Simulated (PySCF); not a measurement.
# I(3+) (iodine, charge +3): r2SCAN calculation

Configuration: [Kr] 4d10 5s2 5p2, high-spin 3P determinant. All numbers are calculated (PySCF 2.14, scalar relativity by spin-free X2C-1e, in aug-cc-pVQZ-DK3 (9s8p6d3f2g, 102 functions)).

- Total energy: -7113.12 hartree
- One-electron energy: -9689.99 hartree
- Hartree (Coulomb) energy: 2759.24 hartree
- Exchange-correlation energy: -182.37 hartree
- ⟨S²⟩: 2.0031
- ⟨L²⟩: 2.010
- Sum of ⟨r⟩: 29.56 bohr
- Sum of ⟨r²⟩: 34.80 bohr²
- Traceless quadrupole moment −½Σ⟨3z² − r²⟩ along its main axis: 1.92 e·bohr²
- Langevin diamagnetic susceptibility: -27.6 ×10⁻⁶ cm³/mol

| shell | electrons | mean orbital energy (hartree) | spread (hartree) | rms radius, mean of both spins (bohr) |
| --- | --- | --- | --- | --- |
| 1s α | 1 | -1212.84614 | 0 | 0.0311 |
| 1s β | 1 | -1212.84147 | 0 | 0.0311 |
| 2s α | 1 | -189.07186 | 0 | 0.127 |
| 2s β | 1 | -189.07158 | 0 | 0.127 |
| 2p α | 3 | -169.86570 | 0.00211 | 0.113 |
| 2p β | 3 | -169.86287 | 0.00517 | 0.113 |
| 3s α | 1 | -39.37760 | 0 | 0.335 |
| 3s β | 1 | -39.37567 | 0 | 0.335 |
| 3p α | 3 | -33.09258 | 0.01002 | 0.335 |
| 3p β | 3 | -33.08974 | 0.01253 | 0.335 |
| 3d α | 5 | -23.62682 | 0.00864 | 0.314 |
| 3d β | 5 | -23.62379 | 0.01126 | 0.314 |
| 4s α | 1 | -7.98098 | 0 | 0.787 |
| 4s β | 1 | -7.97256 | 0 | 0.787 |
| 4p α | 3 | -5.99499 | 0.02257 | 0.845 |
| 4p β | 3 | -5.98735 | 0.02939 | 0.845 |
| 4d α | 5 | -3.07358 | 0.02247 | 0.989 |
| 4d β | 5 | -3.06165 | 0.03216 | 0.989 |
| 5s α | 1 | -1.75675 | 0 | 1.94 |
| 5s β | 1 | -1.66563 | 0 | 1.94 |
| 5p α | 2 | -1.30516 | 0 | 2.23 |

Densities and radii are taken from the X2C orbitals without a picture-change correction, which distorts them close to the nucleus.
